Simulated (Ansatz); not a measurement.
Cd6Se4Br4, a halide-capped nanocrystal cut from zinc blende CdSe (4 Br on the cations). The state is a singlet with charge 0. Geometry PBE-D4/def2-SVP.

Cartesian coordinates in Å:
```
Cd 2.5276 -0.7353 -0.4297
Cd -0.0150 0.7777 -2.7710
Cd -0.7598 -2.1999 -0.6136
Cd 1.2195 -0.5668 2.9679
Cd -1.9941 1.2493 0.7019
Cd 1.4405 2.0654 0.4407
Se 1.2132 -1.5806 -2.3502
Se 3.2944 0.7081 1.5017
Se -0.4669 2.7306 -0.9904
Se -0.9921 -0.9771 1.7117
Br -0.9028 1.1506 -5.0584
Br -2.4962 -3.7586 -1.4373
Br 2.2038 -0.9837 5.1953
Br -4.2722 2.1205 1.1314
```

In the def2 sets Cd takes a core potential, while STO-3G treats all electrons; there is no spin–orbit coupling. B3LYP takes the VWN-RPA correlation. Single mean-field runs in def2-SVP, def2-TZVP are fitted with def2-universal-jkfit.

**Question.** Estimate the orbital energies around the gap (eV) in Ansatz with HF/STO-3G, r2SCAN-D4/def2-TZVP, r2SCANh-D4/def2-TZVP, B3LYP-D4/def2-TZVP, PBE0-D4/def2-SVP.

**Answer.** 
```json
{"orbital": "HOMO−13", "HF/STO-3G": "-8.22", "r2SCAN-D4/def2-TZVP": "-8.21", "r2SCANh-D4/def2-TZVP": "-8.62", "B3LYP-D4/def2-TZVP": "-8.72", "PBE0-D4/def2-SVP": "-9.03"}
{"orbital": "HOMO−12", "HF/STO-3G": "-8.19", "r2SCAN-D4/def2-TZVP": "-7.94", "r2SCANh-D4/def2-TZVP": "-8.34", "B3LYP-D4/def2-TZVP": "-8.46", "PBE0-D4/def2-SVP": "-8.73"}
{"orbital": "HOMO−11", "HF/STO-3G": "-7.56", "r2SCAN-D4/def2-TZVP": "-7.91", "r2SCANh-D4/def2-TZVP": "-8.30", "B3LYP-D4/def2-TZVP": "-8.43", "PBE0-D4/def2-SVP": "-8.68"}
{"orbital": "HOMO−10", "HF/STO-3G": "-7.44", "r2SCAN-D4/def2-TZVP": "-7.72", "r2SCANh-D4/def2-TZVP": "-8.11", "B3LYP-D4/def2-TZVP": "-8.23", "PBE0-D4/def2-SVP": "-8.49"}
{"orbital": "HOMO−9", "HF/STO-3G": "-7.41", "r2SCAN-D4/def2-TZVP": "-7.71", "r2SCANh-D4/def2-TZVP": "-8.10", "B3LYP-D4/def2-TZVP": "-8.23", "PBE0-D4/def2-SVP": "-8.47"}
{"orbital": "HOMO−8", "HF/STO-3G": "-7.28", "r2SCAN-D4/def2-TZVP": "-7.37", "r2SCANh-D4/def2-TZVP": "-7.79", "B3LYP-D4/def2-TZVP": "-7.97", "PBE0-D4/def2-SVP": "-8.17"}
{"orbital": "HOMO−7", "HF/STO-3G": "-7.23", "r2SCAN-D4/def2-TZVP": "-7.34", "r2SCANh-D4/def2-TZVP": "-7.78", "B3LYP-D4/def2-TZVP": "-7.92", "PBE0-D4/def2-SVP": "-8.16"}
{"orbital": "HOMO−6", "HF/STO-3G": "-7.09", "r2SCAN-D4/def2-TZVP": "-7.15", "r2SCANh-D4/def2-TZVP": "-7.59", "B3LYP-D4/def2-TZVP": "-7.74", "PBE0-D4/def2-SVP": "-7.96"}
{"orbital": "HOMO−5", "HF/STO-3G": "-6.83", "r2SCAN-D4/def2-TZVP": "-7.05", "r2SCANh-D4/def2-TZVP": "-7.48", "B3LYP-D4/def2-TZVP": "-7.67", "PBE0-D4/def2-SVP": "-7.85"}
{"orbital": "HOMO−4", "HF/STO-3G": "-6.80", "r2SCAN-D4/def2-TZVP": "-7.01", "r2SCANh-D4/def2-TZVP": "-7.45", "B3LYP-D4/def2-TZVP": "-7.64", "PBE0-D4/def2-SVP": "-7.82"}
{"orbital": "HOMO−3", "HF/STO-3G": "-6.79", "r2SCAN-D4/def2-TZVP": "-6.99", "r2SCANh-D4/def2-TZVP": "-7.44", "B3LYP-D4/def2-TZVP": "-7.63", "PBE0-D4/def2-SVP": "-7.81"}
{"orbital": "HOMO−2", "HF/STO-3G": "-6.65", "r2SCAN-D4/def2-TZVP": "-6.88", "r2SCANh-D4/def2-TZVP": "-7.31", "B3LYP-D4/def2-TZVP": "-7.50", "PBE0-D4/def2-SVP": "-7.68"}
{"orbital": "HOMO−1", "HF/STO-3G": "-6.57", "r2SCAN-D4/def2-TZVP": "-6.83", "r2SCANh-D4/def2-TZVP": "-7.26", "B3LYP-D4/def2-TZVP": "-7.44", "PBE0-D4/def2-SVP": "-7.64"}
{"orbital": "HOMO", "HF/STO-3G": "-6.56", "r2SCAN-D4/def2-TZVP": "-6.80", "r2SCANh-D4/def2-TZVP": "-7.24", "B3LYP-D4/def2-TZVP": "-7.42", "PBE0-D4/def2-SVP": "-7.61"}
{"orbital": "LUMO", "HF/STO-3G": "3.51", "r2SCAN-D4/def2-TZVP": "-4.33", "r2SCANh-D4/def2-TZVP": "-4.10", "B3LYP-D4/def2-TZVP": "-4.01", "PBE0-D4/def2-SVP": "-3.81"}
{"orbital": "LUMO+1", "HF/STO-3G": "4.02", "r2SCAN-D4/def2-TZVP": "-3.83", "r2SCANh-D4/def2-TZVP": "-3.57", "B3LYP-D4/def2-TZVP": "-3.43", "PBE0-D4/def2-SVP": "-3.22"}
{"orbital": "LUMO+2", "HF/STO-3G": "4.27", "r2SCAN-D4/def2-TZVP": "-3.54", "r2SCANh-D4/def2-TZVP": "-3.30", "B3LYP-D4/def2-TZVP": "-3.14", "PBE0-D4/def2-SVP": "-2.97"}
{"orbital": "LUMO+3", "HF/STO-3G": "4.58", "r2SCAN-D4/def2-TZVP": "-3.37", "r2SCANh-D4/def2-TZVP": "-3.14", "B3LYP-D4/def2-TZVP": "-3.01", "PBE0-D4/def2-SVP": "-2.82"}
{"orbital": "LUMO+4", "HF/STO-3G": "5.23", "r2SCAN-D4/def2-TZVP": "-3.15", "r2SCANh-D4/def2-TZVP": "-2.90", "B3LYP-D4/def2-TZVP": "-2.76", "PBE0-D4/def2-SVP": "-2.56"}
{"orbital": "LUMO+5", "HF/STO-3G": "5.47", "r2SCAN-D4/def2-TZVP": "-2.99", "r2SCANh-D4/def2-TZVP": "-2.77", "B3LYP-D4/def2-TZVP": "-2.65", "PBE0-D4/def2-SVP": "-2.44"}
```
